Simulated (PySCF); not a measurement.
CH4N, SMILES [CH2]N, multiplicity 2.

The structure is a stationary point at PBE0-D3(BJ)/def2-TZVP. The isomer is the one that the SMILES or the coordinates give; other isomers of the formula were not compared.

Calculation: PBE0-D3(BJ)/def2-TZVP run with PySCF.

Harmonic, unscaled wavenumbers; measured fundamentals usually lie a few per cent lower.

Q: Give all harmonic wavenumbers and intensities. (The exact figures need the calculation; the answer reports its results.)

A: 
| mode | ν (cm⁻¹) | IR (km/mol) | moving atoms (share of kinetic energy) |
|---|---|---|---|
| 1 | 445 | 33.4 | H 98 % |
| 2 | 599 | 169.1 | H 82 %, C 17 % |
| 3 | 681 | 140.1 | H 72 %, N 21 % |
| 4 | 938 | 0.0 | H 98 % |
| 5 | 1250 | 26.8 | C 37 %, N 36 %, H 27 % |
| 6 | 1325 | 2.9 | H 72 %, C 15 %, N 14 % |
| 7 | 1478 | 2.8 | H 81 %, C 18 % |
| 8 | 1653 | 38.6 | H 88 %, N 11 % |
| 9 | 3166 | 14.3 | H 96 % |
| 10 | 3278 | 11.7 | H 89 %, C 11 % |
| 11 | 3572 | 7.4 | H 96 % |
| 12 | 3675 | 16.6 | H 91 %, N 9 % |
